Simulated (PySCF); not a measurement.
Computed with PBE0-D3(BJ)/def2-TZVP run with PySCF. Gas-phase values, no solvent. 

Reference species (SMILES): `[C](F)C#C` (triplet; the order of the spin states depends on the level) (neutral, multiplicity 3).

```yaml
highest_occupied_spin_orbital: -6.35 eV
dipole_moment: 1.35 D
```

Changed species: `[SiH3][C]F` (lower triplet) (X = silyl, multiplicity 3; the reference has X = ethynyl, multiplicity 3).

### Question
Give the shifts of the highest occupied spin orbital and dipole moment.

### Answer
the highest occupied spin orbital falls by 0.18 eV, to -6.53 eV; the dipole moment decreases by 0.46 D, to 0.89 D.
